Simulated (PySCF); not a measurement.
# What a mistake does to a calculation on BGe2H7N cation

All numbers below are calculated, not measured. They come from PySCF 2.14.0, an open-source quantum chemistry program, on an isolated molecule that a program drew, which may never have been made. The molecule is BGe2H7N cation (charge +1, singlet), drawn as the SMILES string `[BH+][N]([GeH3])[GeH3]`.

Each row is a Hartree-Fock (HF) and frozen-core CCSD(T) single point in the cc-pVDZ basis, meant for a local HF minimum. Run 1 is clean. Each other run has one planted mistake out of seven kinds, and not every kind appears here: one electron removed, one electron added, multiplicity raised by two, geometry at a saddle point, minimal basis STO-3G, one bond length entered in bohr, all coordinates scaled. The reference is restricted for singlets and unrestricted otherwise, and also for a bond in bohr. Adding or removing an electron swaps singlet and doublet. Electrons count all cores. HOMO and LUMO are orbital energies over both spins, the gradient is its largest component, and the lowest frequency (negative if imaginary) is given only where the gradient is small. Bond lengths are over the 10 bonds as drawn. T1 is the CCSD diagnostic: over 0.02 (restricted) or 0.045 (unrestricted) a single reference is doubtful. Germanium has the cc-pVDZ-PP basis, with a core potential (ECP10MDF) in place of its 10 inner electrons, and its 3s, 3p and 3d shells are frozen in CCSD(T).

Geometry of the clean run:
```xyz
11
BGe2H7N cation, angstrom
B    -1.6818   -1.2567   -1.4691
N    -1.2441   -0.4334   -0.5840
Ge   -1.2967    1.5203   -0.9132
Ge   -0.5066   -1.0979    1.1314
H    -2.0805   -2.0065   -2.2755
H    -2.1679    2.0282    0.2163
H     0.1625    1.9153   -0.8251
H    -1.9081    1.6412   -2.2950
H     0.9128   -0.5705    1.1139
H    -1.4159   -0.4572    2.1589
H    -0.6289   -2.6048    1.0219
```

```
run  electrons  basis functions  <S^2>  HOMO (eV)  LUMO (eV)  gradient (hartree/bohr)  lowest frequency (cm^-1)  mean bond (Å)  longest bond (Å)      T1  HF (hartree)  CCSD(T) (hartree)                     mistake
  1         82              109  0.000     -16.76      -2.71                  2.8e-05                        45         1.5509             1.982  0.0137    -669.74996         -670.24523                    no fault
  2         82              109  2.022     -11.30      -6.48                  1.4e-01                         -         1.5509             1.982  0.0272    -669.56740         -670.03207  multiplicity raised by two
  3         81              109  0.761     -22.35     -13.37                  7.3e-02                         -         1.5509             1.982  0.0544    -669.19571         -669.65378                           ?
  4         83              109  0.772      -4.75       2.68                  7.2e-02                         -         1.5509             1.982  0.0175    -669.88538         -670.40054                           ?
```

**Which mistake was planted in run 3, and what did it cost?**

It counts 81 electrons, one fewer than the clean run, at the same geometry and basis. So the mistake is: one electron removed. Subtracting run 1 and multiplying by 627.51 kcal/mol a hartree, the energy moved by 347.8 kcal/mol in HF and 371.1 kcal/mol in CCSD(T).

**Which mistake was planted in run 4, and what did it cost?**

It counts 83 electrons, one more than the clean run, at the same geometry and basis. So the mistake is: one electron added. Subtracting run 1 and multiplying by 627.51 kcal/mol a hartree, the energy moved by -85.0 kcal/mol in HF and -97.5 kcal/mol in CCSD(T).

Cautions from the logs. Run 3: T1 is over the limit, so its CCSD(T) energy is less reliable.
